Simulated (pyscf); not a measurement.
Single points on ωB97X-D3(BJ)/def2-SVP structures (PySCF, gas phase).

### Question
How much does it cost (ΔH, 298 K, ωB97M-D3(BJ)/def2-TZVP) to split H₃Ge–SnH₂–SnH₃ at its Sn–Sn bond into H₃Ge–SnH₂• + SnH₃•?

### Answer
Sn–Sn to H₃Ge–SnH₂• + SnH₃•: 2.41 eV. The 7 functionals that were run give +2.05 (M06-2X) to +2.94 eV (ωB97X-D3(BJ)). Other isomers of H₃Ge–SnH₂• were not searched in full and may lie lower. Elements up to Kr have no core potential and no relativistic terms here. Elements past Kr carry the def2 core potentials, without spin-orbit coupling.
